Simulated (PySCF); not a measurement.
A structure optimised at PBE-D3(BJ)/def2-SVP, used in a PySCF frequency run:

```
C
C 1 1.3456
H 1 1.0995 2 120.57
H 2 1.1011 1 120.22 3 0.00
Cl 2 1.7233 4 114.57 1 180.00
Br 1 1.8786 3 114.64 2 180.00
```
Charge 0, spin multiplicity 1.

Question: Write its SMILES, formula and point group.

Answer: Cl/C=C\Br, C2H2BrCl, Cs

Question: What are its rotational constants (standard atomic weights)?

Answer: 10.066, 1.6067, 1.3856 GHz
